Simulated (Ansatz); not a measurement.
AlBH₆OSi, SMILES `[BH2][AlH][O][SiH3]`, 10 atoms. Total charge 0; spin multiplicity 1. All runs use 2 threads of an Arm Neoverse V2 on a shared host. Correlated methods freeze the cores.

How many basis functions does each run have, and how long does it take in Ansatz? RHF-CCSD(T)/def2-SVP energy; RHF-CCSD(T)/def2-TZVPP energy; RKS PBE0-D4/def2-TZVP frequencies; RKS HSE06 (plane-wave form)-D4/def2-TZVPP energy; RKS BLYP-D4/def2-TZVPP energy; RKS PBE0-D4/def2-QZVPP energy; RKS PBE0-D4/def2-TZVPP energy; RKS PBE0-D4/def2-SVP energy; RHF-MP2/def2-QZVPP energy; RKS PBE0-D4/def2-TZVP relaxation (5 steps); direct RPA on PBE orbitals/def2-TZVPP energy; RKS r2SCANh-D4/def2-TZVPP energy. (Best estimate.)

The calculation gave: Other jobs shared the machine, so times are rough.

```json
{"level": "RKS PBE0-D4/def2-SVP", "job": "energy", "functions": "94", "wall time": "1.2 s", "peak host memory (GiB)": "0.42"}
{"level": "RKS BLYP-D4/def2-TZVPP", "job": "energy", "functions": "230", "wall time": "2.9 s", "peak host memory (GiB)": "0.27"}
{"level": "RHF-CCSD(T)/def2-SVP", "job": "energy", "functions": "94", "wall time": "2.9 s", "peak host memory (GiB)": "0.42"}
{"level": "RKS PBE0-D4/def2-TZVPP", "job": "energy", "functions": "230", "wall time": "3.2 s", "peak host memory (GiB)": "0.48"}
{"level": "RKS HSE06 (plane-wave form)-D4/def2-TZVPP", "job": "energy", "functions": "230", "wall time": "3.7 s", "peak host memory (GiB)": "0.51"}
{"level": "direct RPA on PBE orbitals/def2-TZVPP", "job": "energy", "functions": "230", "wall time": "5.5 s", "peak host memory (GiB)": "0.5"}
{"level": "RKS r2SCANh-D4/def2-TZVPP", "job": "energy", "functions": "230", "wall time": "6.5 s", "peak host memory (GiB)": "0.5"}
{"level": "RKS PBE0-D4/def2-QZVPP", "job": "energy", "functions": "434", "wall time": "9.5 s", "peak host memory (GiB)": "1.2"}
{"level": "RKS PBE0-D4/def2-TZVP", "job": "relaxation (5 steps)", "functions": "172", "wall time": "21 s", "peak host memory (GiB)": "0.38"}
{"level": "RHF-MP2/def2-QZVPP", "job": "energy", "functions": "434", "wall time": "21 s", "peak host memory (GiB)": "2.1"}
{"level": "RHF-CCSD(T)/def2-TZVPP", "job": "energy", "functions": "230", "wall time": "81 s", "peak host memory (GiB)": "3.7"}
{"level": "RKS PBE0-D4/def2-TZVP", "job": "frequencies", "functions": "172", "wall time": "2.2 min", "peak host memory (GiB)": "0.42"}
```
